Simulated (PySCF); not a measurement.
## Relaxation of quartet RuSBr

Computed with UPBE0 in PySCF with Ru def2-TZVP with ECP28, S def2-TZVP, Br def2-TZVP; scalar-relativistic core potentials, no spin–orbit coupling; density-fitted integrals. A (50,194) grid was used.

A start displaced from a saddle point along its imaginary mode, of Cs symmetry, held to at least that symmetry:

Coordinates in bohr (charge 0 multiplicity 4):
```
Ru   -0.0150    0.2781   -1.0805
S     0.0255   -0.4717   -5.0575
Br    0.0091   -0.1680    3.4442
```

Optimiser trace:
```tsv
step	E − E(last) (kJ/mol)	largest gradient (Eh/bohr)
0	20.20	0.01377
1	18.24	0.00721
2	16.26	0.00647
3	12.37	0.01140
4	6.72	0.01187
5	3.53	0.00783
6	2.17	0.00980
7	1.26	0.00699
8	0.05	0.00246
9	0.00	0.00041
10	0.00	0.00005
```

It ends at Cs with Ru–Br 2.337 Å, Ru–S 2.043 Å; Br–Ru–S 118.9°. The frequency run here used a shortcut that can spoil soft modes, so no verdict on minimum or saddle point is given. Other isomers or separated fragments may lie lower.

Final geometry:
Coordinates in bohr (charge 0 multiplicity 4):
```
Ru   -0.0565    1.0452   -1.0034
S     0.0643   -1.1899   -4.1487
Br    0.0469   -0.8675    2.9764
```

Other spin states or occupations of the open shell can lie lower.
